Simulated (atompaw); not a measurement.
# Reading a pseudo-wave (Ta (Z = 73))

Columns: radius, all-electron u(r) and pseudo u(r) of the 5p shell (level -39.56 eV) of tantalum in the configuration [Kr] 4d10 4f14 5s2 5p6 5d3 6s2 6p0; LDA (PW92), scalar-relativistic, PAW (atompaw) scheme, atompaw 4.2.0.5.

| r (bohr) | all-electron | pseudo |
| --- | --- | --- |
| 0.088 | 0.0670 | 0.0130 |
| 0.177 | 0.2999 | 0.0518 |
| 0.265 | -0.1835 | 0.1133 |
| 0.354 | -0.5049 | 0.1948 |
| 0.442 | -0.4626 | 0.2898 |
| 0.531 | -0.1975 | 0.3948 |
| 0.619 | 0.1319 | 0.5011 |
| 0.708 | 0.4409 | 0.6053 |
| 0.796 | 0.6836 | 0.6993 |
| 0.885 | 0.8561 | 0.7803 |
| 0.973 | 0.9604 | 0.8429 |
| 1.062 | 1.0106 | 0.8860 |
| 1.150 | 1.0179 | 0.9075 |
| 1.238 | 0.9947 | 0.9084 |
| 1.327 | 0.9499 | 0.8899 |
| 1.415 | 0.8922 | 0.8550 |
| 1.504 | 0.8262 | 0.8065 |
| 1.592 | 0.7577 | 0.7492 |
| 1.681 | 0.6882 | 0.6859 |
| 1.769 | 0.6214 | 0.6215 |
| 1.858 | 0.5572 | 0.5576 |
| 1.946 | 0.4980 | 0.4981 |
| 2.035 | 0.4426 | 0.4426 |
| 2.123 | 0.3925 | 0.3925 |
| 2.212 | 0.3467 | 0.3467 |
| 2.300 | 0.3058 | 0.3058 |

(1) How many radial nodes do the two functions have?

(2) At about which radius was the pseudo-wave matched?

(3) Where does each function peak?

(4) Is the pseudo-wave norm-conserving?

Results:

(1) The all-electron 5p function has n − l − 1 = 3 (the table is too coarse to show those close to the nucleus); the pseudo-wave has 0, since the states of the same l below it are removed with the core.

(2) 2.05 bohr. The columns agree to 0.0005 from 1.77 bohr on; several derivatives are matched, so the curves merge somewhat inside the radius.

(3) Outermost all-electron maximum near 1.15 bohr, pseudo maximum near 1.24 bohr (to the table’s step).

(4) No, it belongs to a PAW set: the norm inside the radius is not constrained, and the difference is carried by the augmentation charge.
